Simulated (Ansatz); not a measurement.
Reaction (ligand exchange at the Si–O bond): `O[SiH2][O][SnH3]` + NH₃ → `N[SiH2][O][SnH3]` + H₂O

Isolated molecules relaxed with PBE0-D4/def2-TZVP in Ansatz; ΔE leaves out vibrations. CBS: MP2 limit from def2 TZ/QZ plus the TZ coupled-cluster correction, frozen cores. This one scheme is used for every species. Functionals use def2-TZVPP. B3LYP here is the variant with VWN-RPA as its local correlation; programs differ in this. Elements past krypton have def2 core potentials. For Sn outer-core shells are correlated without core-valence functions, which leaves a few kJ/mol of doubt a bond. Each species was taken in one conformer, which may not be the lowest.

```tsv
level	ΔE (kcal/mol)
PBE-D4	10.1
B3LYP-D4	11.2
```

What does CCSD(T)/CBS give? (An estimate is asked.)

Computed: +10.5 kcal/mol. The listed levels differ from it by -0.4, 0.7 kcal/mol.

Largest T1 diagnostic among the species: 0.013.

In def2-TZVPP, CCSD(T) changes the Hartree–Fock value by −2.3 kcal/mol (the triples alone add −0.3 kcal/mol) and MP2 by −2.5 kcal/mol. The D4 term adds −1.2 kcal/mol with B3LYP and −0.6 kcal/mol with PBE0; it sums over pairs of atoms, weighted by their polarisabilities, and B3LYP, whose exchange is more repulsive, gets the larger term.

CCSD(T)/CBS has its own doubt, a few kJ/mol and more with outer-core shells, so smaller differences from it don't rank the levels.
